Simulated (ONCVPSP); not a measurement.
**An all-electron radial function and its pseudo partner (chromium)**

Columns: radius, all-electron u(r) and pseudo u(r) of the 3s shell (level -73.99 eV) of chromium in the configuration [Ne] 3s2 3p6 3d5 4s1; PBE, scalar-relativistic, ONCV scheme, ONCVPSP 4.0.1.

```
r (bohr)  all-electron  pseudo
   0.095       -0.1115  0.1383
   0.190       -0.6142  0.2887
   0.285       -0.3941  0.4563
   0.380        0.1089  0.6351
   0.475        0.5856  0.8091
   0.570        0.9234  0.9575
   0.665        1.1103  1.0614
   0.760        1.1738  1.1098
   0.855        1.1516  1.1024
   0.950        1.0764  1.0478
   1.045        0.9733  0.9602
   1.140        0.8595  0.8548
   1.235        0.7458  0.7447
   1.330        0.6387  0.6385
   1.425        0.5413  0.5413
   1.520        0.4552  0.4552
   1.615        0.3803  0.3803
   1.710        0.3160  0.3160
   1.805        0.2615  0.2615
   1.900        0.2157  0.2156
   1.995        0.1773  0.1773
   2.090        0.1455  0.1454
   2.185        0.1191  0.1190
   2.280        0.0973  0.0973
   2.375        0.0794  0.0793
   2.470        0.0646  0.0646
```

How many radial nodes do the two functions have?

The all-electron 3s function has n − l − 1 = 2 (the table is too coarse to show those close to the nucleus); the pseudo-wave has 0, since the states of the same l below it are removed with the core.

At about which radius was the pseudo-wave matched?

1.45 bohr. The columns agree to 0.0005 from 1.33 bohr on; several derivatives are matched, so the curves merge somewhat inside the radius.

Is the pseudo-wave norm-conserving?

Yes: the ONCV scheme keeps the norm inside the radius equal to the all-electron one, which fixes the energy derivative of the logarithmic derivative at the level.
